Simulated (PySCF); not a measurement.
This script is equivalent to a calculation on C⁺ (carbon, charge +1).

```python
from pyscf import gto, scf, dft, mp, cc
import basis_set_exchange as bse
mol = gto.M(atom="C 0 0 0", charge=1, spin=1, symmetry="D2h",
            basis=gto.basis.parse(bse.get_basis("6-31G*", elements=["C"], fmt="nwchem", header=False)))
mf = dft.UKS(mol, xc="LDA,VWN")
mf.irrep_nelec = {'Ag': (2, 2), 'B2u': (1, 0)}
mf.kernel()
```

Task: What total energy does it give?

Result: -37.027 hartree (calculated).

Task: Which occupied shell lies highest, and where?

Result: 2p α, at -17.807 eV.

Task: What is ⟨S²⟩, and what would a pure spin state give?

Result: 0.751, against 0.75.
